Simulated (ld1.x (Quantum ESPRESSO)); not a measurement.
Transferability test, PAW potential for hafnium

- Element: hafnium (Hf)
- Generator: ld1.x (Quantum ESPRESSO) 7.5
- Type: PAW
- Functional: PBEsol
- Relativity: scalar-relativistic
- Frozen core: [Kr] 4d10 4f14 5s2
- Valence charge: 10
- Reference configuration: 5p6 5d2 6s2 6p0
- Partial waves: 6s (bound): rcut 2.55, rcutus 2.80 bohr; 6s channel at 1.15 Ry: rcut 2.55, rcutus 2.80 bohr; 5p (bound): rcut 2.10, rcutus 2.95 bohr; 6p (bound, empty): rcut 2.10, rcutus 2.95 bohr; 5d (bound): rcut 1.50, rcutus 1.95 bohr; 5d channel at 2.1 Ry: rcut 1.50, rcutus 1.95 bohr
- Local potential: all-electron potential smoothed inside 2.70 bohr (lloc = -1)
- Core correction: a·sin(br)/r model core inside 1.80 bohr
- Augmentation charge: BESSEL, radius 1.20 bohr

Energies are relative to the spin-unpolarised reference configuration 5p6 5d2 6s2 6p0; without spin polarisation the order of configurations can differ from experiment. Not all tests gave a result: 1 of 7 tests not solved or not reliable. Left out of the table: 5p6 5d2 6s1 6p1 (solver errors, printed error -3.0 eV).

Give the all-electron excitation energy and the error of the potential for: 5p6 5d2 6s1 6p0; 5p6 5d2 6s0 6p0; 5p6 5d1 6s0 6p0; 5p6 5d2 6s0 6p1; 5p6 5d0 6s0 6p0; 5p6 5d3 6s1 6p0.

| valence configuration | charge | ΔE all-electron (eV) | error AE − PS (meV) |
| --- | --- | --- | --- |
| 5p6 5d2 6s1 6p0 | +1 | 8.008 | -2.4 |
| 5p6 5d2 6s0 6p0 | +2 | 22.171 | -4.9 |
| 5p6 5d1 6s0 6p0 | +3 | 43.945 | -90 |
| 5p6 5d2 6s0 6p1 | +1 | 12.723 | -6577 |
| 5p6 5d0 6s0 6p0 | +4 | 76.766 | -427 |
| 5p6 5d3 6s1 6p0 | 0 | 2.595 | -7.1 |

These tests converged, but a pseudo level misses the all-electron one widely, so the file describes the atom poorly there or has found another state: 5p6 5d2 6s0 6p0: empty 6p by 6.7 eV (a node warning on the way); 5p6 5d1 6s0 6p0: empty 6p by 9.9 eV; 5p6 5d2 6s0 6p1: 6p by 4.8 eV (a node warning on the way); 5p6 5d0 6s0 6p0: empty 6p by 13.2 eV.
